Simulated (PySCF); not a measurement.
C2H8BNO, SMILES CB(OC)N.

The structure is a stationary point at B3LYP-D3(BJ)/def2-SVP. This is a generated structure with no PubChem entry under its InChIKey; it may be hypothetical. Other conformers were not sampled.

Computed with TDDFT-ωB97X/def2-SVPD (PySCF).

Vertical excitations. The molecule is in vacuum. State labels are in the subgroup Cs.

Task: Give excitation energies, oscillator strengths and character. (An estimate is asked for; the answer gives what the named calculation found.)

Result: 
```csv
state,symmetry,energy (eV),λ (nm),f,main pairs
S1,A",7.31,170,0.052,HOMO→LUMO 83 %
S2,A",8.46,146,0.001,"HOMO−2→LUMO 52 %, HOMO→LUMO+2 18 %, HOMO→LUMO+1 10 %"
S3,A",8.64,143,0.003,"HOMO→LUMO+1 54 %, HOMO→LUMO+5 14 %, HOMO→LUMO+2 13 %"
S4,A',8.70,142,0.023,HOMO−1→LUMO 78 %
S5,A',8.88,140,0.142,"HOMO→LUMO+3 72 %, HOMO→LUMO+6 11 %"
S6,A",9.19,135,0.003,HOMO−1→LUMO+3 79 %
S7,A",9.31,133,0.002,"HOMO→LUMO+2 18 %, HOMO→LUMO+5 17 %, HOMO→LUMO+4 17 %, HOMO−2→LUMO 17 %"
S8,A',9.39,132,0.084,"HOMO−3→LUMO 59 %, HOMO−1→LUMO+1 28 %"
S9,A",9.51,130,0.009,"HOMO−2→LUMO+1 31 %, HOMO→LUMO+7 16 %, HOMO→LUMO+2 13 %, HOMO−2→LUMO 12 %"
S10,A',9.80,126,0.139,"HOMO−1→LUMO+1 23 %, HOMO→LUMO+6 22 %, HOMO−1→LUMO+2 8 %, HOMO−3→LUMO 7 %"
T1,A",7.19,173,0,HOMO→LUMO 77 %
T2,A',7.54,164,0,HOMO→LUMO+3 79 %
T3,A",8.36,148,0,"HOMO−2→LUMO 47 %, HOMO→LUMO+2 22 %, HOMO→LUMO 9 %"
T4,A",8.55,145,0,"HOMO→LUMO+1 58 %, HOMO→LUMO+5 16 %"
```
Triplets are in the Tamm–Dancoff approximation, which puts them higher than full response would, so one can lie above its singlet here.
